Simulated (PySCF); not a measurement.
I⁺: ionisation energy

I⁺ [Kr] 4d10 5s2 5p4 (3P) → I²⁺ [Kr] 4d10 5s2 5p3 (4S), as a difference of total energies. All numbers are calculated (PySCF 2.14, the spin-free X2C one-electron Hamiltonian (Gaussian nucleus), in x2c-TZVPall). Correlated levels: valence: [Kr] 4d10 frozen. The calculations carry no spin-orbit coupling.

| method | ionisation energy (eV) | error (eV) |
| --- | --- | --- |
| UHF | 17.718 | -1.032 |
| TPSS | 18.744 | -0.006 |
| PBE0 | 18.773 | +0.023 |
| MP2 (valence) | 18.302 | -0.448 |
| SCS-MP2 (valence) | 18.355 | -0.395 |

Reference: 18.750 eV (measured; NIST levels, between the centres of gravity of the two terms).

Errors of the correlated levels include the incompleteness of this basis and the frozen core.
